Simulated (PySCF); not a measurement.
Energy of V²⁺ (vanadium, charge +2) between two integer charges

The 3d alpha orbital of [Ar] 3d3 is emptied in steps (occupation f), with all orbitals relaxed, ending at [Ar] 3d2. Computed with PySCF 2.14 in def2-SVP (5s3p2d1f, 31 functions), with the non-relativistic Hamiltonian (point nucleus). The exact energy is a straight line in f; departures are measured from the line between the end points of the same method.

Problem. Among PBE0, r2SCAN, LC-wPBE, which shows the largest delocalisation error (convex curve), and which is closest to linear?

Solution. Most convex: r2SCAN (-1.834 eV at f = 0.4); closest to linear: LC-wPBE (-0.741 eV).

| f | PBE0 (eV) | r2SCAN (eV) | LC-wPBE (eV) |
| --- | --- | --- | --- |
| 1 | 0.000 | 0.000 | 0.000 |
| 0.8 | -0.917 | -1.205 | -0.475 |
| 0.6 | -1.388 | -1.822 | -0.727 |
| 0.4 | -1.401 | -1.834 | -0.741 |
| 0.2 | -0.942 | -1.230 | -0.503 |
| 0 | 0.000 | 0.000 | 0.000 |

```csv
method,E(f=0) − E(f=1) (eV),−ε at f=1 (eV),−ε at f=0.4 (eV)
PBE0,30.594,24.915,31.699
r2SCAN,30.647,23.177,32.120
LC-wPBE,30.653,27.742,31.201
```

Reference removal energy between the ground levels: 29.311 eV (measured; NIST Atomic Spectra Database, ionization energies). The calculation has no spin-orbit coupling. The determinant left behind need not be the lowest term of the ion.
